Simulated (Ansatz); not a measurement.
Reaction (isomerisation): `FCCC(F)(F)F` → `FCC(F)(F)CF`

Calculated with Ansatz (gas phase, PBE0-D4/def2-TZVP geometries, no zero-point term in ΔE). CCSD(T)/CBS adds triple-zeta CCSD(T) − MP2 to the extrapolated MP2 energy (def2 sets, frozen cores). Functionals use def2-TZVPP. One conformer a species, not always the lowest.

| species | BLYP energy (Eh) |
| --- | --- |
| `FCCC(F)(F)F` | -516.24825 |
| `FCC(F)(F)CF` | -516.22792 |

Task: Work out ΔE.

Result: ΔE = (-516.22792) − (-516.24825) = 0.02033 Eh = +53.4 kJ/mol. CCSD(T)/CBS gives +58.7 kJ/mol.

Largest T1 diagnostic among the species: 0.011.

At CCSD(T), def2-SVP lies +7.5 kJ/mol from the extrapolated value and def2-TZVPP +1.7 kJ/mol. From BLYP to BHLYP (50 % exact exchange), in def2-TZVPP and without D4, ΔE moves by +5.1 kJ/mol.
